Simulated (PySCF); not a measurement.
**Telling isomers of C₅H₅Cl₃ apart by NMR**

PySCF 2.14.0 with density-fitted response routines calculation with GFN2-xTB geometry and shieldings: GIAO PBE0/pcSseg-1; equivalent nuclei averaged, isolated molecule, non-relativistic Hamiltonian, one computed conformer.

Referencing at the same level of theory: TMS for ¹H (σref 31.72), ¹³C (σref 186.93). Where no couplings were computed, multiplicities follow the n + 1 count of equivalent neighbours, and m marks all less simple cases (inequivalent or close neighbours, rings, F or P nearby). Shifts are as computed. Against solution values, carbons near 30 ppm lie about +3 ppm off and those near 130 ppm about +5 ppm; carbons on Cl a further +6 ppm. Of 1211 compounds with measured shifts, 218 miss one by over three times the rms of a fit or turn the order of signals round; such compounds aren't used in these exercises. Carbons bonded to Cl come out too deshielded.

(1) Tabulate the signals of `CC#CCC(Cl)(Cl)Cl`, `ClC(Cl)(Cl)C1=CCC1` and their relative energies.

(2) What is the quickest way to tell CC#CCC(Cl)(Cl)Cl from ClC(Cl)(Cl)C1=CCC1?

Answers

(1) 
| SMILES | carbon types | δC | δH | E rel. (kcal/mol) |
| --- | --- | --- | --- | --- |
| CC#CCC(Cl)(Cl)Cl | 3×C 1×CH2 1×CH3 | 123.4, 90.7, 79.5, 49.2, 4.6 | 3.35 (s, 2H), 2.06 (s, 3H) | 6.7 |
| ClC(Cl)(Cl)C1=CCC1 | 2×C 1×CH 2×CH2 | 154.6, 143.0, 114.6, 31.1, 25.6 | 6.57 (t, 1H), 2.87 (m, 2H), 2.38 (m, 2H) | 0.0 |

Energies are electronic energies at PBE0/pcSseg-1 on these geometries, without zero-point or thermal terms, each for the one conformer computed, which needn't be the lowest.

(2) Both give the same number of carbon signals, but DEPT or the intensities differ. The first has a propargylic methyl carbon (CH3) at 4.6 ppm, the second an alkene CH at 143.0 ppm. Their most deshielded carbons lie at 123.4 and 154.6 ppm. In the proton spectra the most deshielded non-exchanging signals are 3.35 (s, 2H) and 6.57 (t, 1H).
